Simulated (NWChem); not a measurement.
## Correlation energy of Sb (+1)

```
Sb
```
Charge +1, spin multiplicity 3.

Program: NWChem.

Basis set: def2-TZVP. Each correlation energy counts from its own Hartree-Fock reference.

Effective core potentials replace the inner electrons of Sb; spin-orbit coupling is left out. The correlated methods keep 4 core orbitals frozen. The stability of the SCF solutions was not checked. Open-shell Hartree-Fock references start from PBE0 orbitals. Coupled-cluster values serve here as a point of comparison, not as the truth.

```csv
method,correlation energy (mHa)
UMP2,[?]
SCS-UMP2,-236.4
CCSD on UHF,[?]
CCSD[T] on UHF,[?]
CCSD(T) on UHF,-267.6
CCSD on ROHF,-266.5
CCSD[T] on ROHF,-272.1
CCSD(T) on ROHF,[?]
```

Question: Complete the blanks.

Answer: 
- UMP2, correlation energy (mHa): -265.9
- CCSD on UHF, correlation energy (mHa): -262.5
- CCSD[T] on UHF, correlation energy (mHa): -268.0
- CCSD(T) on ROHF, correlation energy (mHa): -271.8
